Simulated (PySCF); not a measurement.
B2PLYP on Si (silicon, neutral), [Ne] 3s2 3p1 3d1, one real determinant (an excited configuration). Computed with PySCF 2.14 in aug-cc-pwCVDZ, with no relativity, point nucleus.

```
cycle= 1 E= -288.967925446653  delta_E= -0.00277  |g|= 0.0101  |ddm|= 0.179
cycle= 2 E= -288.968051033547  delta_E= -0.000126  |g|= 0.00271  |ddm|= 0.0271
cycle= 3 E= -288.968062600329  delta_E= -1.16e-05  |g|= 0.000372  |ddm|= 0.01
cycle= 4 E= -288.968062785287  delta_E= -1.85e-07  |g|= 8.86e-05  |ddm|= 0.00173
cycle= 5 E= -288.968062792947  delta_E= -7.66e-09  |g|= 1.65e-05  |ddm|= 0.000408
cycle= 6 E= -288.968062793691  delta_E= -7.43e-10  |g|= 2.2e-06  |ddm|= 0.000169
converged SCF energy = -288.968062793691  <S^2> = 2.0048871  2S+1 = 3.0032563
```

Highest occupied orbital energy: 0.395 eV; ⟨L²⟩ = 8.02; populations by l: s 6.00, p 7.00, d 1.00.

Question: Can this result be used?

Answer: Not for this state. The run converged. The log shows the SCF part alone; with the PT2 term the energy is -288.9859 hartree. ⟨L²⟩ = 8.02 against 12 for a pure F term, so this real determinant mixes terms. The outer electron is Rydberg-like, and this basis confines it to a smaller radius and binds it less than a complete one would. At B2PLYP the highest occupied level has a positive energy, so only the finite basis holds that electron; for this excited configuration the basis is too tight for the outer shell.
